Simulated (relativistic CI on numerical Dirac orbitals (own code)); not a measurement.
Slater and spin-orbit integrals, Mo26+

Computed by Dirac-Coulomb-Breit CI, KLI orbitals optimised for each configuration, model QED (radiative potential, 1s self-energy scaled to tabulated hydrogen-like ionisation energies), unscaled Slater integrals (own radial code, finite nucleus).

Slater integrals F^k, G^k are unscaled and averaged over j, outside the closed core [Ne]; ζ comes from projecting the Hamiltonian with its Breit term on Σ l·s of the shell.

- 3s2 3p4: F^2(3p,3p) = 268370, ζ(3p) = 128570 cm⁻¹; <r>(3p) = 0.3703, <r^2>(3p) = 0.1581 (bohr units).
- 3s 3p5: G^1(3s,3p) = 340080, ζ(3p) = 128490 cm⁻¹; <r>(3s) = 0.3804, <r^2>(3s) = 0.1646, <r>(3p) = 0.3706, <r^2>(3p) = 0.1584 (bohr units).
- 3s2 3p3 3d: F^2(3p,3p) = 268040, ζ(3p) = 128370, F^2(3p,3d) = 268900, G^1(3p,3d) = 288540, G^3(3p,3d) = 192590, ζ(3d) = 15679 cm⁻¹; <r>(3p) = 0.3708, <r^2>(3p) = 0.1585, <r>(3d) = 0.3312, <r^2>(3d) = 0.1271 (bohr units).

Averages of the first 10 configurations, taken without configuration mixing, which lowers the lowest level and can move excited configurations by several eV; other configurations of the list can lie among them:

| Configuration | Parity | States | Average energy above the lowest level (eV) |
| --- | --- | --- | --- |
| 3s2 3p4 | even | 15 | 24.4 |
| 3s 3p5 | odd | 12 | 128.1 |
| 3s2 3p3 3d | odd | 200 | 151.1 |
| 3p6 | even | 1 | 243.4 |
| 3s 3p4 3d | even | 300 | 249.9 |
| 3p5 3d | odd | 60 | 360.2 |
| 3s 3p3 3d2 | odd | 1800 | 375.9 |
| 3s2 3p2 3d 4p | odd | 900 | 819.4 |
| 3p5 4s | odd | 12 | 865.6 |
| 3s2 3p3 4s | odd | 40 | 654.7 |
